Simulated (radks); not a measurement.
Dynamic dipole polarisability and lines of the magnesium ion Mg2+, [Ne]. Calculated with a radial shooting solver on a logarithmic mesh with Libxc functionals: non-relativistic Kohn-Sham, LB94 model potential, spin-polarised, spherical densities, point nucleus. Time-dependent linear response with the Hartree and adiabatic LDA kernel, continuum included through the Sternheimer equations. Lines are the poles of the dipole polarisability below minus the highest occupied eigenvalue, found on a grid refined at the orbital gaps; the lowest seven at most are given, and weak or close lines can be missed. The first line takes the name of the lowest orbital gap if no other gap lies below it; otherwise a line is named after a gap within 0.6 % of it, if that gap stands alone.

photon energy (eV),alpha (bohr^3)
0,0.4979
3.856,0.4991
11.569,0.5092
19.282,0.5312
26.995,0.5687
34.708,0.6315
42.421,0.7780
50.134,1.563
57.847,0.7999
65.560,-4.393
73.273,1.953

Lines (eV, oscillator strength): 52.031 (23.83 nm, 2p-3s), f = 0.219; 65.007 (19.07 nm, 2p-3d), f = 0.519; 66.620 (18.61 nm, unassigned), f = 0.0327; 70.907 (17.49 nm, 2p-4d), f = 0.198; 71.553 (17.33 nm, unassigned), f = 0.0119; 73.568 (16.85 nm, unassigned), f = 0.102. Higher lines, where found, are left out when the end of the mesh affects them. Those listed give 40 % of the static polarisability (sum of f/w^2). Orbital energy gaps for comparison: 2p-3s 51.796 eV; 2p-3d 64.695 eV; 2p-4s 66.551 eV; 2p-4d 70.733 eV; 2p-5s 71.524 eV.
